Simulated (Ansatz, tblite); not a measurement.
Isomers of Ge5H3 (doublet), found by a short tight-binding search and relaxed with PBE0-D4/def2-SVP in Ansatz.

The xTB rows come from tblite.

Run but left out: HF/def2-TZVP, MP2/def2-TZVP (B: ⟨S²⟩ 1.20, where a pure state has 0.75).

B: At r2SCAN0-D4/def2-TZVP the charge 0 doublet is spin-contaminated (final ⟨S²⟩ up to 0.84, 0.75 for a pure state).

Other spin states weren't relaxed.

A:

```xyz
8

Ge    1.291    0.549   -0.416
Ge   -0.366    2.111    0.589
Ge   -0.883   -1.244   -0.707
Ge   -0.646   -0.105    1.528
Ge    1.426   -1.448    1.125
H    -1.508    2.646   -0.336
H     0.447   -2.301   -0.165
H     0.238   -0.207   -1.618
```

B:

```tsv
atom	x (Å)	y (Å)	z (Å)
Ge1	-0.6007	-0.3740	1.7697
Ge2	-1.1596	1.7402	-0.0991
Ge3	1.2081	-1.1262	-1.9101
Ge4	1.0743	0.4217	0.0106
Ge5	-0.2961	-1.8941	-0.1599
H6	2.4842	-2.0187	-1.7277
H7	-0.7666	2.6345	1.1581
H8	-1.9436	0.6166	0.9585
```

C:

Cartesian coordinates in Å:
```
Ge -1.306 0.511 1.584
Ge 1.441 -0.347 1.239
Ge -0.599 -1.451 0.236
Ge -0.033 -0.732 -2.017
Ge -0.169 1.239 -0.514
H -1.236 -0.771 -3.019
H 0.438 0.496 2.350
H 1.464 1.054 0.141
```

Task: Estimate which lies lowest at each level, and how far above it the others are (eV).

Result: 
| level | A | B | C |
| --- | --- | --- | --- |
| GFN1-xTB | 0.23 | 0.19 | 0.00 |
| GFN2-xTB | 0.24 | 0.20 | 0.00 |
| PBE-D4/def2-TZVP | 0.15 | 1.06 | 0.00 |
| r2SCAN-D4/def2-TZVP | 0.16 | 1.12 | 0.00 |
| PBE0-D4/def2-TZVP | 0.15 | 1.13 | 0.00 |
| r2SCAN0-D4/def2-TZVP | 0.15 | 1.17 | 0.00 |
Point groups (tolerance 0.1 Å): A not assigned, B not assigned, C not assigned. A and C have the same bonds, so they are conformers or stereoisomers. Lower isomers may exist.
